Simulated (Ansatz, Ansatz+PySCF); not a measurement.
```xyz
3

N    -0.0155   -0.0569   -1.1105
N     0.0047    0.0827   -0.1110
O    -0.1329    0.0087    1.1430
```

Basis set: def2-SVP (spherical functions). Correlated methods keep 3 orbitals frozen. Charge 0, multiplicity 1.

Computed with Ansatz (development build ahead of 0.2.0); each method stands on the lowest determinant of its kind that the runs found. Restricted open shells among the atoms or ions are ROHF, correlated in semicanonical orbitals with singles.

(1) Give the atomization energy at this shape (free ground-state atoms in the same class of orbitals less the molecule, no zero-point energy) of singlet N₂O by RHF-MP2, RHF.

Answers

(1)

```csv
method,atomization energy
RHF-MP2,219.85 kcal/mol
RHF,72.27 kcal/mol
```

Caution: no unrestricted run beside it, a lower state can exist; the shape is not the minimum.
